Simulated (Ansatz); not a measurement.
Basis-set extrapolation for FH$_{5}$NPSi, SMILES `N[SiH](F)P` (PBE0-D4/def2-TZVP geometry, frozen core, Ansatz). Multiplicity 1, RHF reference.

```csv
,def2-TZVPP,def2-QZVPP
HF,-786.674820,-786.701838
MP2 correlation,-0.743054,-0.805490
CCSD(T) correlation,-0.810657,not run
```

Energies in hartree. Use E(X) = E(∞) + A·exp(−7.88·√X) for Hartree–Fock and E(X) = E(∞) + B·X^(−2.97) for correlation, with X = 3 and 4, and add CCSD(T) minus MP2 of the smaller set to the MP2 limit.

Question: What is the CCSD(T) energy at the basis-set limit?

Answer: HF limit: -786.701838 + (-0.027018) × 0.13774 = -786.70556. MP2 limit: -0.805490 + (-0.062436) × 0.74074 = -0.85174. Higher-order term: -0.810657 − (-0.743054) = -0.06760. Total: -787.62490 hartree, 87.5 kcal/mol below CCSD(T)/def2-TZVPP.
